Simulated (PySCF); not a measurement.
## Stationary points of TeO₃⁻

Method: PBE/[Te def2-SVPD with ECP28, O def2-SVPD], scalar-relativistic core potentials, density fitting, no spin–orbit coupling, PySCF.

Relaxations began from a few typed shapes; open shells are unrestricted. The search is not exhaustive: other isomers or separated fragments can lie lower, and high-lying points may rest on an excited occupation.

```json
{"spin": "doublet", "group": "C3v", "bonds": "Te–O 1.903 Å (×3)", "angles": "O–Te–O 112.2° (×3)", "imaginary modes (cm⁻¹)": "none", "ΔE (kJ/mol)": "0.0", "ΔE with ZPE (kJ/mol)": "0.0"}
{"spin": "doublet", "group": "C3v", "bonds": "Te–O 1.932 Å (×3)", "angles": "O–Te–O 102.0° (×3)", "imaginary modes (cm⁻¹)": "none", "ΔE (kJ/mol)": "38.3", "ΔE with ZPE (kJ/mol)": "34.7"}
```

The lowest minimum found is the doublet C3v: Te–O 1.903 Å (×3); O–Te–O 112.2° (×3).

For the lowest minimum: spin–orbit coupling, left out here, can matter for elements this heavy.
